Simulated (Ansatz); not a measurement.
Consider the substitution at a C–Al bond: `C=[N][AlH][CH2]C` + `BN[SiH3]` → `BN([SiH3])CC` + `C=[N][AlH2]`.

Computed with Ansatz on PBE0-D4/def2-TZVP structures; ΔE is electronic, products minus reactants. CCSD(T)/CBS adds triple-zeta CCSD(T) − MP2 to the extrapolated MP2 energy (def2 sets, frozen cores). Each species was taken in one conformer, which may not be the lowest.

| species | CCSD(T)/def2-SVP energy (Eh) |
| --- | --- |
| `C=[N][AlH][CH2]C` | -415.14797 |
| `BN[SiH3]` | -371.87286 |
| `BN([SiH3])CC` | -450.19933 |
| `C=[N][AlH2]` | -336.80814 |

Problem. Work out ΔE.

Solution. ΔE = (-450.19933) + (-336.80814) − (-415.14797) − (-371.87286) = 0.01336 Eh = +35.1 kJ/mol. CCSD(T)/CBS gives +50.4 kJ/mol.

Largest T1 diagnostic among the species: 0.015.

In def2-TZVPP, CCSD(T) changes the Hartree–Fock value by −5.0 kJ/mol (the triples alone add −1.6 kJ/mol) and MP2 by −3.0 kJ/mol. From BLYP to BHLYP (50 % exact exchange), in def2-TZVPP and without D4, ΔE moves by −3.8 kJ/mol.
